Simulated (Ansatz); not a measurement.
Ideal-gas functions of CH3FGeTe, SMILES `[F][GeH]1[CH2][Te]1` at 298.15 K and 1 bar, from an Ansatz frequency run at PBE0-D4/def2-TZVP.

Molar mass 234.24 g/mol, point group C1 (symmetry number 1), electronic degeneracy 1, moments of inertia 76.391, 428.678, 451.968 u Å². Harmonic wavenumbers (cm⁻¹, unscaled): 143, 192, 261, 415, 520, 655, 695, 722, 731, 859, 921, 1383, 2202, 3146, 3246.

Use S(trans) = R[1.5 ln M + 2.5 ln T − 1.1517]; rotational temperatures θ = 24.2544 K / I; S(rot) = R[ln(√π/σ · √(T³/θAθBθC)) + 1.5]; for each mode x = 1.438777 ν̃/T, S = R[x/(eˣ − 1) − ln(1 − e⁻ˣ)] and H = RT x/(eˣ − 1); 1 cm⁻¹ = 0.0119627 kJ/mol; R = 8.31446 J/(mol·K).

Q: By hand: the entropy, in J/(mol·K).

A: Translation 176.9. Rotation: θ = 0.3175, 0.0566, 0.0537 K, giving 117.2. Vibration, mode by mode: 11.56, 9.24, 6.92, 3.80, 2.55, 1.52, 1.31, 1.18, 1.14, 0.69, 0.54, 0.08, 0.00, 0.00, 0.00, in all 40.5. Electronic 0.0. Sum 334.6 J/(mol·K).

Q: By hand: H − E and G − E in kJ/mol, counted from the electronic energy.

A: Zero-point energy ½ × 16091 × 0.0119627 = 96.2; thermal vibration 7.3; translation, rotation and pV give 4 RT = 9.9. H − E = 113.4 kJ/mol, and G − E = 113.4 − 298.15 × 334.6/1000 = 13.6 kJ/mol.

Vibration gives 12 % of the entropy, 11.6 J/(mol·K) of it from the mode under 150 cm⁻¹: soft modes count most, and the harmonic formula is weakest for them. The sum counts one conformer and one mirror image; others add a mixing term.
